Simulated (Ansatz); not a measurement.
All numbers were calculated with Ansatz.

A structure relaxed at PBE0-D4/def2-TZVP, charge 0, multiplicity 1:

Cartesian coordinates in Å:
```
N -1.835 -0.253 0.177
Si -1.086 0.876 -0.907
C 0.772 0.625 -0.941
Si 1.458 -0.115 0.612
N 0.948 -1.730 0.740
Cl 0.785 1.111 2.173
H -1.790 -0.046 1.165
H -2.762 -0.570 -0.064
H -1.678 0.595 -2.243
H -1.355 2.300 -0.562
H 1.039 -0.045 -1.764
H 1.251 1.592 -1.125
H 2.934 -0.078 0.727
H 1.354 -2.349 1.422
H -0.036 -1.912 0.591
```

Q: Give its formula and SMILES.

A: CH9ClN2Si2, `N[SiH2]C[SiH](N)Cl`.

Q: Point group (tolerance 0.08 Å, 0.16 Å for H)?

A: C1.

Q: Summarise the bond lengths by kind.

A: 2 × N–Si 1.699 to 1.735 Å; 4 × H–N 1.007 to 1.011 Å; 2 × C–Si 1.852 to 1.875 Å; 3 × H–Si 1.481 to 1.490 Å; 2 × C–H 1.094 to 1.095 Å; 1 × Cl–Si 2.096 Å.
